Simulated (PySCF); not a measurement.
Molecule: `C=CBC(=C)C`, C5H9B.

Bonds (- single, = double, # triple, : aromatic): C1=C2 1.345 Å, C2-B3 1.548 Å, B3-C4 1.556 Å, C4=C5 1.349 Å, C4-C6 1.504 Å. C1 carries H7, H8; C2 carries H9; B3 carries H10; C5 carries H11, H12; C6 carries H13, H14, H15. H7, H11 are cis to B3; H8, H12 are trans to B3.

Spin–spin couplings on one PBE0-D3(BJ)/def2-SVP geometry, PySCF 2.14, gas phase, non-relativistic, equivalent pairs averaged (spin–dipole term only in couplings to heteroatoms); isotopes ¹³C, ¹H, ¹¹B; basis pcJ-1.

Problem. How do the couplings (Hz) change with the functional? Times are CPU seconds on 1 thread of an Arm Neoverse V1, shared host.

Solution. 
```tsv
functional	functions	¹J(C5,H11)	¹J(C1,H7)	¹J(C1,H8)	¹J(C5,H12)	¹J(C2,H9)	¹J(B3,H10)	¹J(C6,H13)	core-s
LDA	252	133.0	130.4	124.7	122.1	113.2	102.3	100.2	26
PBE	252	156.9	154.3	147.4	144.4	133.9	123.9	120.5	38
KT2	252	167.6	164.4	156.7	153.4	140.7	128.1	126.6	40
PBE0	252	162.3	159.6	153.8	150.8	139.1	125.2	124.7	49
B97-2	252	156.2	153.9	148.2	145.4	133.3	127.6	119.0	44
``` Left out for a near triplet instability: HF/pcJ-1.
